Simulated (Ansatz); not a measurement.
Saddle point of SnH5SBr, closed shell (SnH₄S ([SH][SnH3]) + HBr → SnH₃Br ([Br][SnH3]) + H₂S; bonds formed: Sn1–Br7, S2–H6; bonds broken: Sn1–S2, H6–Br7), PBE0-D4/def2-TZVP structure:

```
8
angstrom
Sn -0.7344 -0.6625 -0.2771
S 1.4532 0.0867 1.0346
H -0.3286 -1.5337 -1.6708
H -0.9505 -1.8187 0.9925
H -2.0783 0.3677 -0.1860
H 1.4304 1.0309 -0.0568
Br 0.4510 1.6242 -1.6793
H 0.7572 0.9055 1.8428
```

Energies are electronic, without zero-point energy. Barriers and step energies count from the start structure reached by relaxing down the imaginary mode; all methods use the PBE0-D4 structures, on which another method's saddle can fall below an end. Ansatz 0.2.0; basis: def2-TZVPP, with def2-QZVPP for the basis limit; cores frozen in the correlated methods. Filled d shells of the heavier atoms are correlated. Core potentials replace the inner electrons of the atoms past krypton. The def2 sets are not built for correlating such inner shells, so the correlated values are less sure here. B3LYP uses VWN-RPA correlation. Extrapolation: Hartree–Fock as exp(−7.88 √X), correlation as X^−2.97.

```
      method  barrier (kcal/mol)  step energy (kcal/mol)
       SPW92                9.05                   -5.31
      PBE-D4                   ?                   -7.26
     BLYP-D4               13.20                   -8.16
   r2SCAN-D4               12.89                   -8.80
      B97M-V               15.47                  -10.01
     PBE0-D4               14.02                   -8.75
    B3LYP-D4                   ?                   -9.38
  r2SCAN0-D4               14.74                   -9.75
    BHLYP-D4               17.26                  -11.37
CAM-B3LYP-D4               17.47                  -10.04
     wB97X-V               17.45                  -10.71
     wB97M-V               16.58                  -10.64
      B2PLYP               17.16                   -9.67
    PBE-QIDH                   ?                   -9.54
  RPA on PBE               18.90                   -9.64
          HF               23.58                  -15.17
         MP2               18.36                   -8.86
        CCSD               20.41                  -10.38
     CCSD(T)               18.98                   -9.46
```

(1) Fill in the withheld barriers. (To be estimated.)

The T1 diagnostic stays at or below 0.012.

Results:

(1) The calculation gives: PBE-D4 11.59; PBE-QIDH 16.53; B3LYP-D4 15.11 kcal/mol. Each is the energy of the saddle less that of the start structure, by the same method.

For comparison, the barrier by CCSD(T) at an estimated basis limit (MP2 extrapolated from triple and quadruple zeta, plus CCSD(T) − MP2 in triple zeta) is 16.26 kcal/mol.

Labels in which every atom is bracketed show which atoms are joined, not bond orders.

For scale, one of the runs: CCSD(T)/def2-TZVPP, 210 basis functions, launched by `ansatz run in.yaml --threads 4 --pin off --events-out ev --progress --plain --max-ram 9574MiB`. Hardware: 4 CPU threads of an Arm Neoverse V1, shared host. Wall time 2.4 min; peak host memory 3.1 GiB.
